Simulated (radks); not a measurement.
Question: The manganese ion Mn11+, configuration [Ne] 3s2 3p2. Calculated with a radial shooting solver on a logarithmic mesh with Libxc functionals: scalar-relativistic Kohn-Sham, exchange-only LDA, spin-polarised, spherical densities, point nucleus; open shells are filled with parallel spins first. Some entries of the table are withheld. Estimate them.

| orbital | occ. | eigenvalue (hartree) | <r^2> (bohr^2) | r(max) (bohr) |
|---|---|---|---|---|
| 1s up | 1 | -246.7386 | 0.005004 | 0.03995 |
| 1s down | 1 | -246.6820 | 0.005003 | 0.03994 |
| 2s up | 1 | -37.93007 | 0.09127 | 0.2322 |
| 2s down | 1 | -37.86945 | 0.09100 | 0.2322 |
| 2p up | 3 | -33.87147 | (1) | 0.1875 |
| 2p down | 3 | -33.79978 | (2) | 0.1876 |
| 3s up | 1 | -12.12244 | 0.6270 | 0.6844 |
| 3s down | 1 | -11.86789 | 0.6316 | 0.6843 |
| 3p up | 2 | -10.91431 | 0.6352 | (3) |
| 3p down | 0 | -10.66293 | 0.6409 | (4) |

Answer: 
(1) 2p up <r^2> (bohr^2): 0.07377
(2) 2p down <r^2> (bohr^2): 0.07358
(3) 3p up r(max) (bohr): 0.6774
(4) 3p down r(max) (bohr): 0.6773
